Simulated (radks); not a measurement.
The numbers below are computed, except where a source is named.
Task: The mean radii <r> (bohr) of the occupied orbitals of an atom or ion are listed with their occupations. Level of theory: scalar-relativistic Kohn-Sham, SCAN, spin-polarised, spherical densities, finite nucleus; meta-GGA in the generalised Kohn-Sham scheme; Fermi nuclear charge, rms radius of each element as measured or else 0.836 A^(1/3) + 0.57 fm (a radial shooting solver on a logarithmic mesh with Libxc functionals).

| orbital | occ. | <r> |
|---|---|---|
| 1s up | 1 | 0.03917 |
| 1s down | 1 | 0.03917 |
| 2s up | 1 | 0.1707 |
| 2s down | 1 | 0.1706 |
| 2p up | 3 | 0.1488 |
| 2p down | 3 | 0.1488 |
| 3s up | 1 | 0.4355 |
| 3s down | 1 | 0.4362 |
| 3p up | 3 | 0.4269 |
| 3p down | 2 | 0.4276 |

Name the element and its charge. Open shells, if any, are filled with parallel spins first.

Result: Z = 38, strontium, charge +21: Sr21+ in [Ne] 3s2 3p5. The 1s radius gives Z: for a bare nucleus <r> = (2 gamma + 1)/(2Z) with gamma = sqrt(1 - (Z/c)^2), 0.03844 bohr for Z = 38, and screening makes it slightly larger (0.03917 here). The occupations add up to 17, and the charge is Z minus that.
